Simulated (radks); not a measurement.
Values are calculated unless marked as measured or tabulated.
Ionisation of neutral vanadium, [Ar] 3d3 4s2, to V+, [Ar] 3d4, under several functionals. Dirac Kohn-Sham, spin-unpolarised, spherical densities, finite nucleus; open shells fill j = l - 1/2 first; a radial shooting solver on a logarithmic mesh with Libxc functionals.

| functional | E(V) (hartree) | Exc (hartree) | IE (eV) | -e(HOMO) (eV) | <r> HOMO (bohr) | IE error (eV) |
|---|---|---|---|---|---|---|
| PBEsol | -947.99879 | -44.09206 | 7.143 | 4.712 | 3.339 | +0.397 |
| SOGGA | -947.83681 | -43.92800 | 7.025 | 4.624 | 3.348 | +0.278 |
| revPBE | -949.14857 | -45.27003 | 7.065 | 4.653 | 3.361 | +0.319 |
| PW91 | -949.29881 | -45.42553 | 7.187 | 4.743 | 3.345 | +0.441 |
| BP86 | -949.38363 | -45.50778 | 7.373 | 4.847 | 3.332 | +0.626 |
| Wu-Cohen GGA | -948.64607 | -44.75839 | 7.106 | 4.723 | 3.326 | +0.360 |

NIST Atomic Spectra Database: 6.746 eV (measured). Closest: SOGGA. The Delta-SCF values span 0.35 eV, the total energies 1.55 hartree. The highest occupied level is 4s1/2. Spin polarisation and multiplet splitting are left out, so open shells lie too high by an amount that depends on their filling.

Beside tabulated values, note that spin-unpolarised runs miss the spin-polarisation part of the exchange energy of open shells.
